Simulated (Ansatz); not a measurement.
This geometry of AlFH5NSi (9 atoms, charge 0, multiplicity 1) is a first-order saddle point.

Level of theory: Ansatz, RKS PBE0/6-31G*.

```xyz
9
Properties=species:S:1:pos:R:3
F -1.213 2.682 1.252
Al -0.078 1.672 0.594
N -0.589 0.015 0.178
Si 0.331 -1.287 -0.526
H 1.391 2.187 0.336
H -1.554 -0.231 0.375
H 1.496 -1.680 0.318
H 0.869 -0.936 -1.872
H -0.565 -2.469 -0.671
```

(1) Which two structures does it join? (They come from a converged band through this point; their orientation in space is the band's.)

(2) How far does it lie above each of them?

Answers

(1) No bond is made or broken. The dihedral Al2–N3–Si4–H9 goes from -118 to 120°. The two ends are copies of one structure, up to a mirror image or an exchange of like atoms.

First end point:

```xyz
9
Properties=species:S:1:pos:R:3
F -1.343 2.770 0.799
Al -0.346 1.710 0.010
N -0.456 -0.011 0.465
Si 0.461 -1.335 -0.186
H 0.648 2.234 -1.095
H -1.130 -0.256 1.185
H 1.261 -2.044 0.856
H 1.391 -0.758 -1.196
H -0.398 -2.356 -0.855
```

Last end point:

```xyz
9
Properties=species:S:1:pos:R:3
F -1.024 2.447 1.755
Al 0.032 1.342 1.119
N -0.626 0.158 -0.041
Si 0.233 -1.113 -0.858
H 1.550 1.366 1.541
H -1.617 0.224 -0.255
H 1.647 -1.039 -0.399
H 0.201 -0.965 -2.343
H -0.307 -2.467 -0.537
```

(2) 5.3 kJ/mol above the first and 5.3 kJ/mol above the second. This is the barrier of this one path; another mechanism may lie lower.

Run time: 2.2 min on 1 CPU thread of a shared host.
